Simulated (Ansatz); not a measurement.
Breaking a bond: LiBr, singlet.

- RKS-PBE = restricted PBE/aug-cc-pVTZ (Ansatz, an electronic-structure program)
- UKS-PBE = unrestricted PBE/aug-cc-pVTZ (Ansatz)
- UKS-PBE0 = Ansatz with unrestricted PBE0/aug-cc-pVTZ
- UCCSD(T) = Ansatz with CCSD(T) on UHF/aug-cc-pVTZ, cores with 3d frozen

Energies relative to the lowest point of each curve near equilibrium, in kcal/mol; the last columns give the difference from UCCSD(T):

```tsv
R / Å	RKS-PBE	UKS-PBE	UKS-PBE0	UCCSD(T)	RKS-PBE − UCCSD(T)	UKS-PBE − UCCSD(T)	UKS-PBE0 − UCCSD(T)
1.75	28.4	28.4	28.2	32.0	-3.6	-3.6	-3.8
1.86	13.4	13.4	13.2	15.6	-2.2	-2.2	-2.5
1.96	5.5	5.5	5.3	6.8	-1.3	-1.3	-1.5
2.07	1.2	1.2	1.1	1.7	-0.5	-0.5	-0.6
2.13	0.2	0.2	0.2	0.4	-0.2	-0.2	-0.2
2.17	0.0	0.0	0.0	0.0	0.0	0.0	0.0
2.25	0.3	0.3	0.4	0.0	0.3	0.3	0.4
2.30	1.0	1.0	1.2	0.5	0.5	0.5	0.7
2.40	3.0	3.0	3.4	2.3	0.7	0.7	1.0
2.50	5.8	5.8	6.3	4.9	0.9	0.9	1.4
2.71	12.8	12.8	13.6	11.8	1.0	1.0	1.8
2.98	22.7	22.7	23.8	21.7	1.0	1.0	2.1
3.23	31.5	31.5	33.0	30.8	0.7	0.7	2.2
3.62	43.6	43.6	45.7	43.6	0.1	0.1	2.2
3.94	51.9	51.9	54.6	52.6	-0.7	-0.7	2.0
4.34	60.1	60.0	63.7	62.1	-2.0	-2.1	1.6
4.74	66.3	65.4	70.4	70.0	-3.7	-4.6	0.3
5.36	72.9	70.7	76.8	—	—	—	—
5.80	76.0	73.1	79.7	—	—	—	—
6.45	79.2	75.4	82.6	—	—	—	—
7.48	82.3	77.5	85.2	—	—	—	—
8.70	84.3	79.0	86.9	—	—	—	—
```

RKS-PBE is furthest from UCCSD(T) at 4.74 (-3.7 kcal/mol, below); its mean absolute difference over the points is 1.1 kcal/mol.

UKS-PBE is furthest from UCCSD(T) at 4.74 (-4.6 kcal/mol, below); its mean absolute difference over the points is 1.2 kcal/mol.

UKS-PBE0 is furthest from UCCSD(T) at 1.75 (-3.8 kcal/mol, below); its mean absolute difference over the points is 1.4 kcal/mol.

Dashes: no converged value, or the column stops at the first point that the program doubted or that broke a chosen test of continuity, which isn't proof of a fault.

The restricted form behind RKS-PBE keeps the bonding electrons paired and can't separate into open-shell fragments. The unrestricted determinant behind UKS-PBE is spin-contaminated at 4.34 to 8.70 Å (<S²> up to 0.6, against 0.00 for a pure singlet). The unrestricted determinant behind UKS-PBE0 is spin-contaminated at 4.74 to 8.70 Å (<S²> up to 0.6, against 0.00 for a pure singlet). The unrestricted determinant behind UCCSD(T) is spin-contaminated at 5.36 to 8.70 Å (<S²> up to 1.0, against 0.00 for a pure singlet).
